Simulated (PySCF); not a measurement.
PySCF input for Br₂ClHOSi, SMILES O[Si](Cl)(Br)Br, PBE-D3(BJ)/def2-SVP. The structure is a stationary point at PBE-D3(BJ)/def2-SVP. The structure was generated by enumeration, and PubChem lists no compound with its InChIKey, so it may never have been made. The values are those of a single conformer.

```python
import numpy as np
from pyscf import gto, scf, dft, df
from pyscf.hessian import thermo

mol = gto.M(
    atom='''
    O    -1.63455018   -0.71904121   -1.13493925
    Si   -0.45415888   -0.32746324   -0.04006028
    Cl   -0.68790708   -1.38226455    1.72102960
    Br    1.46477484   -0.86364296   -0.98883218
    Br   -0.50278566    1.84363480    0.45346114
    H    -2.54057533   -0.46440168   -0.87915911
    ''',
    basis='def2-SVP',
    charge=0,
    spin=0,
    max_memory=1600,
    verbose=3,
)
mf = dft.RKS(mol, xc='pbe').density_fit(auxbasis='def2-universal-jkfit')
mf.disp = 'd3bj'
mf.grids.level = 3
mf.conv_tol = 1e-11
mf.max_cycle = 100
mf.kernel()

# [left out here: the lines that compute and print the analytic Hessian (its translational invariance restored by hand, since the grid's response is missing), thermochemistry and intensities]
```

Output:

```
converged SCF energy = -5971.92431079092

WARN: DFTD3 does not support analytical Hessian, using finite difference


WARN: Mole.unit (angstrom) is changed to Bohr

Mode                                 0                   1                   2
Irrep
Freq [cm^-1]                       91.0588            121.5184            164.7167
Reduced mass [au]                   4.4554             10.1351              1.8289
Force const [Dyne/A]                0.0218              0.0882              0.0292
Char temp [K]                     131.0133            174.8380            236.9907
Normal mode                   x     y     z       x     y     z       x     y     z
       0   O                 0.01  0.07 -0.02    0.06 -0.04 -0.04   -0.02  0.01 -0.01
       1  Si                 0.02  0.03 -0.01    0.03  0.00 -0.02   -0.01 -0.03 -0.00
       2  Cl                 0.06  0.01 -0.02   -0.05  0.09  0.03   -0.02  0.05  0.04
       3  Br                 0.01 -0.06  0.00    0.02 -0.02 -0.04    0.00  0.03 -0.01
       4  Br                -0.05  0.02  0.02   -0.02 -0.01  0.04    0.01 -0.05 -0.00
       5   H                 0.07  0.41 -0.18    0.02 -0.27  0.04    0.07  0.66 -0.31
Mode                                 3                   4                   5
Irrep
Freq [cm^-1]                      183.5554            223.4891            245.5482
Reduced mass [au]                  13.0629              5.8901              7.8411
Force const [Dyne/A]                0.2593              0.1733              0.2785
Char temp [K]                     264.0954            321.5511            353.2892
Normal mode                   x     y     z       x     y     z       x     y     z
       0   O                 0.05  0.02  0.07   -0.14  0.08  0.10   -0.05 -0.18  0.07
       1  Si                 0.05 -0.01  0.07    0.00 -0.00 -0.03   -0.01  0.00 -0.03
       2  Cl                -0.07 -0.06  0.04   -0.02  0.03 -0.02   -0.02  0.00 -0.05
       3  Br                 0.02 -0.00 -0.04    0.05 -0.01 -0.00    0.02 -0.01 -0.00
       4  Br                -0.02  0.03 -0.02   -0.01 -0.02 -0.00    0.01  0.04  0.02
       5   H                 0.08  0.20  0.00   -0.11 -0.05  0.34    0.01  0.25 -0.13
Mode                                 6                   7                   8
Irrep
Freq [cm^-1]                      350.4796            495.3291            571.6212
Reduced mass [au]                  19.4203             13.3323             23.2788
Force const [Dyne/A]                1.4055              1.9273              4.4815
Char temp [K]                     504.2621            712.6683            822.4357
Normal mode                   x     y     z       x     y     z       x     y     z
       0   O                 0.06 -0.01  0.09   -0.01  0.01 -0.01   -0.02 -0.02 -0.01
       1  Si                 0.08  0.06  0.02    0.09 -0.13 -0.06    0.05  0.09 -0.11
       2  Cl                -0.01  0.03 -0.07   -0.00  0.01 -0.00   -0.01 -0.05  0.08
       3  Br                -0.04  0.01  0.02   -0.03  0.01  0.01   -0.01  0.00  0.01
       4  Br                -0.00 -0.04 -0.01   -0.00  0.03  0.01   -0.00 -0.01 -0.00
       5   H                 0.08  0.07  0.09    0.06  0.06  0.19    0.02  0.07  0.07
Mode                                 9                  10                  11
Irrep
Freq [cm^-1]                      795.4189            914.9872           3741.0551
Reduced mass [au]                   1.5056              4.1450              1.0665
Force const [Dyne/A]                0.5613              2.0446              8.7942
Char temp [K]                    1144.4308           1316.4628           5382.5453
Normal mode                   x     y     z       x     y     z       x     y     z
       0   O                -0.03 -0.05 -0.11    0.13  0.03  0.09    0.06 -0.01 -0.01
       1  Si                -0.00  0.02  0.05   -0.09 -0.02 -0.07    0.00 -0.00 -0.00
       2  Cl                 0.00  0.00 -0.01    0.00 -0.00  0.01   -0.00  0.00 -0.00
       3  Br                 0.00 -0.00 -0.00    0.00 -0.00 -0.00   -0.00  0.00  0.00
       4  Br                 0.00 -0.00 -0.00    0.00  0.00  0.00   -0.00 -0.00 -0.00
       5   H                 0.27  0.31  0.69    0.24  0.14  0.35   -0.91  0.24  0.23
temperature 298.1500 [K]
pressure 101325.00 [Pa]
Rotational constants [GHz] 1.39297 0.80826 0.63165
Symmetry number 1
Zero-point energy (ZPE) 0.01799 [Eh]   47245.183 [J/mol]
                           tot       elec      trans        rot        vib
Entropy [J/mol/K]       379.467      0.000    177.117    127.579     74.771
Cv [J/mol/K]             93.041      0.000     12.472     12.472     68.098
Cp [J/mol/K]            101.355      0.000     20.786     12.472     68.098
Internal energy [J/mol]                      3718.434   3718.434  59228.397
Internal energy [Eh]   -5971.89892  -5971.92431
Enthalpy [J/mol]                             6197.391   3718.434  59228.397
Enthalpy [Eh]          -5971.89798
Gibbs free energy [J/mol]                  -46609.991 -34319.287  36935.345
Gibbs free energy [Eh] -5971.94107
mode   freq/cm-1   IR/(km/mol)
   1       91.06        15.418
   2      121.52         5.782
   3      164.72        36.738
   4      183.56         5.829
   5      223.49         9.598
   6      245.55        37.207
   7      350.48        22.641
   8      495.33       177.634
   9      571.62       179.395
  10      795.42       257.255
  11      914.99        53.896
  12     3741.06       111.358
max |gradient| / (hartree/bohr): 6.378475606628411e-05
APT charges: [-0.8361  1.9534 -0.533  -0.4253 -0.4716  0.3125]
```

The run converged.
